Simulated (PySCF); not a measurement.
How the functional moves excitation energies

CH7BGaN.
SMILES: `B[N](C)[GaH2]`

Linear-response calculations in the def2-SVPD basis (PySCF; singlets by full response, triplets Tamm–Dancoff, core orbitals frozen in the response; HF means time-dependent Hartree–Fock). 'Strongest' is the level of largest summed f among the singlets computed (10 roots, of which the last may lack a degenerate partner); it can jump between rows when another state enters that window. S1 is the lowest singlet of each run and needn't be the same state throughout; f(S1) is that of one state. Isolated species at its PBE0-D3(BJ)/def2-SVP geometry, gas phase. Relativistic effects, spin–orbit coupling among them, are left out although an element past zinc is present.

| functional | kind | S1 (eV) | f(S1) | strongest (eV) | T1 (eV) | HOMO (eV) | gap (eV) | ionisation energy, ΔSCF (eV) |
| --- | --- | --- | --- | --- | --- | --- | --- | --- |
| LDA | LDA | 4.49 | 0.002 | 6.53 | 4.21 | -6.92 | 4.38 | 9.92 |
| PBE | GGA | 4.69 | 0.002 | 6.56 | 4.25 | -6.76 | 4.48 | 9.86 |
| B3LYP | global hybrid, 20% exact exchange | 5.28 | 0.077 | 6.85 | 4.67 | -7.71 | 6.00 | 10.29 |
| PBE0 | global hybrid, 25% exact exchange | 5.44 | 0.018 | 6.98 | 4.83 | -7.93 | 6.49 | 9.89 |
| CAM-B3LYP | range-separated hybrid | 5.67 | 0.010 | 7.13 | 5.09 | -9.28 | 8.74 | 9.96 |
| wB97X-D | range-separated hybrid | 5.71 | 0.024 | 7.18 | 5.19 | -9.78 | 10.02 | 9.92 |
| LC-wPBE | range-separated hybrid | 6.02 | 0.004 | 6.25 | 5.43 | -10.65 | 11.30 | 10.01 |
| HF | Hartree–Fock | 6.77 | 0.002 | 7.88 | 5.94 | -10.79 | 12.20 | not settled |

Question: What does BHandHLYP (global hybrid, 50% exact exchange) give?

Answer: S1 (eV) 5.95, f(S1) 0.094, strongest (eV) 7.27, T1 (eV) 5.33, HOMO (eV) -9.02, gap (eV) 8.36, ionisation energy, ΔSCF (eV) 9.71. S1 runs from 4.49 eV (LDA) to 6.77 eV (HF), a spread of 2.28 eV, while the orbital gap spreads over 7.8 eV. Along PBE (0%), B3LYP (20%), PBE0 (25%), BHandHLYP (50%), HF (100%) S1 rises with the share of exact exchange. −ε(HOMO) comes closest to its own ΔSCF ionisation energy with wB97X-D (-0.14 eV) and misses most with PBE (-3.10 eV). 'Not settled' means that the ion's SCF failed to converge or may have ended in another state than the lowest.
